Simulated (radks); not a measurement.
The numbers below are computed, except where a source is named.
Q: The ruthenium ion Ru9+, configuration [Ar] 3d10 4s2 4p5. Code: a radial shooting solver on a logarithmic mesh with Libxc functionals. Model: Dirac Kohn-Sham, PBE, spin-unpolarised, spherical densities, point nucleus; open shells are shared between the two j in proportion to 2j + 1.

Spin-orbit splittings of the eigenvalues, e(l+1/2) - e(l-1/2), with zeta = 2 splitting/(2l+1) and mean radii in bohr:

shell  occ.  splitting (eV)  zeta (eV)  <r> j=l-1/2  <r> j=l+1/2
2p        6           130.9      87.30       0.1236       0.1284
3p        6               ?          ?       0.3943       0.4048
3d       10           4.387      1.755       0.3794       0.3828
4p        5           4.316      2.878       0.9991        1.019

Estimate the 3p splitting.

A: 22.38 eV (zeta = 14.92 eV).
